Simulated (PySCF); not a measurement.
MoOF3, SMILES [O]=[Mo+]([F])([F])[F], charge +1, multiplicity 1. Heavy atoms are numbered as in [Mo+:1](=[O:2])([F:3])([F:4])[F:5].

Geometry: r2SCAN-D4/def2-SVP. The spin state was assumed, not searched. The isomer is the one that the SMILES or the coordinates give; other isomers of the formula were not compared. The def2 effective core potentials stand for the cores of Mo; spin–orbit coupling is left out.

All values below come from CAM-B3LYP/def2-TZVPD (PySCF).

Mulliken values depend strongly on the basis, most of all with diffuse functions as here. ESP charges are fitted to the potential on shells at 1.4 to 2.0 van der Waals radii. Atomic charges (e), one atom of each kind:

```
atom  Mulliken  ESP fit
----  --------  -------
Mo1       2.88        …
O2       -0.48        …
F3       -0.47        …
```

**Question.** Complete the blanks. (An estimate is asked for; the answer gives what the named calculation found.)

**Answer.** 
- Mo1, ESP fit: 1.49
- O2, ESP fit: -0.16
- F3, ESP fit: -0.11
